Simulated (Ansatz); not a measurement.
A nudged elastic band was laid between two geometries of ClH5OSi2 + H2 (11 atoms, charge 0, multiplicity 1).

The calculation used Ansatz, RKS PBE0/def2-SVP.

| Item | Value |
| --- | --- |
| movable images | 5 |
| climbing image | yes |
| spring | 5.0 eV/Å² |
| optimiser | quadratic models (default) |
| start path | through a guess of the saddle point |
| force threshold | 0.03 eV/Å |
| iteration limit | 60 |
| end points | relaxed |

Initial state:

```xyz
11
Properties=species:S:1:pos:R:3
Si -0.363 0.499 -0.353
Cl 1.495 1.299 0.092
O -0.325 -1.130 -0.158
Si 0.163 -2.438 0.751
H -0.662 0.805 -1.772
H -1.345 1.113 0.579
H 0.319 3.923 -0.948
H -0.183 4.420 -1.231
H 1.651 -2.477 0.831
H -0.408 -2.343 2.127
H -0.342 -3.669 0.082
```

Final state:

```xyz
11
Properties=species:S:1:pos:R:3
Si -1.123 0.933 -0.764
Cl 2.362 1.885 1.007
O 0.142 -0.003 -0.177
Si 0.339 -1.547 0.453
H -1.908 0.134 -1.753
H -2.013 1.347 0.359
H 1.520 1.093 0.404
H -0.521 2.125 -1.418
H 1.801 -1.820 0.498
H -0.247 -1.615 1.824
H -0.351 -2.531 -0.433
```

(1) What changes between the two ends?

(2) What energy profile does the band end with?

(3) What is the geometry of the highest image?

The band took 29 iterations and roughly 10 core-minutes.

Answers

(1) Bonds broken: Si1–Cl2, H7–H8. Bonds formed: Si1–H8, Cl2–H7. ClH5OSi2 + H2 becomes ClH + H6OSi2.

(2) It converged. The highest image is number 3 of 0 to 6, 49.2 kcal/mol above the first end and 34.5 kcal/mol above the last; the last end lies 14.7 kcal/mol above the first. Neighbouring images differ by up to 2.0 eV, so the band resolves the path poorly. A vibrational analysis at the climbing image gives one clearly imaginary mode, 805i cm⁻¹: a first-order saddle point. The orbitals stay closed-shell, which can raise the energy where a bond breaks towards radicals; this wasn't checked here.

| image | path coordinate (Å) | energy (kcal/mol) | Si1–Cl2 (Å) | H7–H8 (Å) | Si1–H8 (Å) |
| --- | --- | --- | --- | --- | --- |
| 0 | 0.00 | 0.0 | 2.07 | 0.76 | 4.02 |
| 1 | 2.15 | 0.1 | 2.07 | 0.76 | 4.13 |
| 2 | 4.30 | 2.1 | 2.08 | 0.76 | 3.31 |
| 3 | 6.45 | 49.2 | 2.55 | 0.90 | 1.74 |
| 4 | 7.66 | 18.5 | 3.43 | 1.73 | 1.51 |
| 5 | 8.87 | 16.9 | 3.73 | 2.47 | 1.49 |
| 6 | 10.09 | 14.7 | 4.02 | 2.92 | 1.49 |

(3) 
```xyz
11
Properties=species:S:1:pos:R:3:forces:R:3
Si -0.777 0.942 -0.495 -0.01 -0.01 0.00
Cl 1.126 1.256 1.173 0.00 0.00 0.00
O -0.505 -0.663 -0.411 0.01 0.00 0.00
Si 0.342 -1.805 0.498 0.00 0.00 -0.01
H -1.386 1.082 -1.851 0.00 0.00 0.00
H -1.611 1.681 0.479 0.01 0.00 0.00
H 0.785 1.922 -0.403 0.00 0.00 0.01
H 0.350 2.081 -1.175 -0.01 0.00 0.00
H 1.787 -1.769 0.145 0.00 0.00 0.00
H 0.126 -1.612 1.957 0.00 0.00 0.00
H -0.236 -3.115 0.081 0.00 0.00 0.00
```

Run time: 5.3 min on 2 threads of Intel(R) Xeon(R) Processor @ 2.70GHz, with other jobs on the host, peak memory 0.24 GiB.
